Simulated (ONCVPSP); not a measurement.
**Ag (Z = 47): one change to an ONCV potential, before and after**

```
Element                 : silver (Ag)
Generator               : ONCVPSP 4.0.1
Type                    : optimised norm-conserving Vanderbilt (ONCV)
Functional              : PBE
Relativity              : scalar-relativistic
Frozen core             : [Ar] 3d10
Valence charge          : 19
Reference configuration : 4s2 4p6 4d8 (charge +3)
Partial waves           : 4s: rc 1.40 bohr, ncon 3, nbas 6, qcut 6.9 1/bohr, 2 projectors, debl 3 Ha; 4p: rc 1.40 bohr, ncon 3, nbas 7, qcut 9.2 1/bohr, 2 projectors, debl 0.5 Ha; 4d: rc 1.70 bohr, ncon 4, nbas 9, qcut 7.5 1/bohr, 1 projector
Local potential         : polynomial inside 0.90 bohr (lpopt 3, dvloc0 0 Ha)
Core correction         : Teter function, fcfact 5.75, rcfact 1.65
```

In the s channel the program set the typed energies aside and used -4.914, 0.050 Ha. In the p channel the program set the typed energies aside and used -3.559, 0.250 Ha.

Change: reference 4s2 4p6 4d10 5s1; wave 4s: rc 1.40 bohr, ncon 3, nbas 6, qcut 6.9 1/bohr, 2 projectors, debl 3 Ha becomes 4s+5s: rc 1.40 bohr, ncon 3, nbas 6, qcut 6.9 1/bohr, 2 projectors. In the p channel the program set the typed energies aside and used -2.152, 0.250 Ha.

Cutoffs: the cutoffs (Ha) at which the residual kinetic energy of the hardest occupied pseudo-wave falls to 1 and 0.1 mHa per electron; they do not see the model core or the augmentation charge, which bear on the density cutoff. Errors are all-electron minus pseudo energies relative to the spin-unpolarised reference configuration.

**Question.** What does the change do?

**Answer.** The potential gets neither clearly harder nor softer (25 Ha and 37 Ha → 24 Ha and 36 Ha); the range in which the d phases agree widens (upper end 1.0 → 2.4); neither file shows a bound ghost.

| quantity | base | changed |
| --- | --- | --- |
| cutoff, loose | 25 Ha | 24 Ha |
| cutoff, tight | 37 Ha | 36 Ha |
| loose cutoff by channel | s 20 Ha, p 18 Ha, d 25 Ha | s 20 Ha, p 18 Ha, d 24 Ha |
| bound ghosts | none | none |
| GHOST(+) flags under 300 eV | s at 177.0 eV | s at 201.5 eV |
| largest error over its own tests, meV | -96 | -7.0 |
| s: phases at 1.42 bohr within 0.05 rad from the reference energy up to (Ha; the scan ends near 5) | to the end of the scan | to the end of the scan |
| p: phases at 1.42 bohr within 0.05 rad from the reference energy up to (Ha; the scan ends near 5) | to the end of the scan | to the end of the scan |
| d: phases at 1.72 bohr within 0.05 rad from the reference energy up to (Ha; the scan ends near 5) | 1.0 | 2.4 |
| rms error of d²Exc/dni dnj with the model core, mHa | 6.08 | 4.28 |
